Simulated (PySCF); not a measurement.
**Question.** Write Cartesian coordinates for `C/C=C(/C)[C@@H](C#N)OC=O` as optimised with PBE0-D3(BJ)/def2-SVP.

**Answer.** 
```xyz
19
C7H9NO2 angstrom
C     -1.4854   -1.5705   -1.0663
C     -1.2939   -0.0981   -0.9333
C     -0.6813    0.5751    0.0515
C     -0.5626    2.0669    0.0844
C     -0.0382   -0.1444    1.2283
C     -1.0240   -0.8417    2.0578
N     -1.8184   -1.3585    2.7206
O      0.9363   -1.1186    0.8351
C      2.1120   -0.6234    0.4423
O      2.4017    0.5364    0.4163
H     -1.0384   -2.1478   -0.2480
H     -2.5604   -1.8116   -1.1100
H     -1.0468   -1.9304   -2.0119
H     -1.7110    0.5084   -1.7467
H     -1.0586    2.5257   -0.7815
H     -1.0213    2.4839    0.9970
H      0.4989    2.3632    0.0868
H      0.4646    0.6040    1.8627
H      2.7782   -1.4608    0.1523
```

Any rigid rotation of these coordinates is as good. Atoms count from 1 in this order. The C–O distances run from 1.196 Å (C9=O10, drawn double) to 1.433 Å (C5–O8, drawn single), a spread of 0.237 Å. O8 (ester single-bonded oxygen) is bent (angle 115.3°). The C–C distances run from 1.341 Å (C2=C3, drawn double) to 1.522 Å (C3–C5, drawn single), a spread of 0.181 Å. Of the pairs four or more bonds apart, O10···H18 is among the closest relative to their van der Waals radii: 2.42 Å, 89 % of the sum of Bondi's values.

Bonds between heavy atoms (Å): C1–C2 1.491, C2=C3 1.341, C3–C4 1.497, C3–C5 1.522, C5–C6 1.465, C6≡N7 1.157, C5–O8 1.433, O8–C9 1.335, C9=O10 1.196.

Method used: PBE0-D3(BJ)/def2-SVP geometry optimisation, gas phase in PySCF 2.14.0.

Point group: C1 (no symmetry element, even within 0.4 Å). No frequency check. The numbers are those of one conformer (C2–C3–C5–C6 -65°, C3–C5–O8–C9 76°, C5–O8–C9–O10 1°).
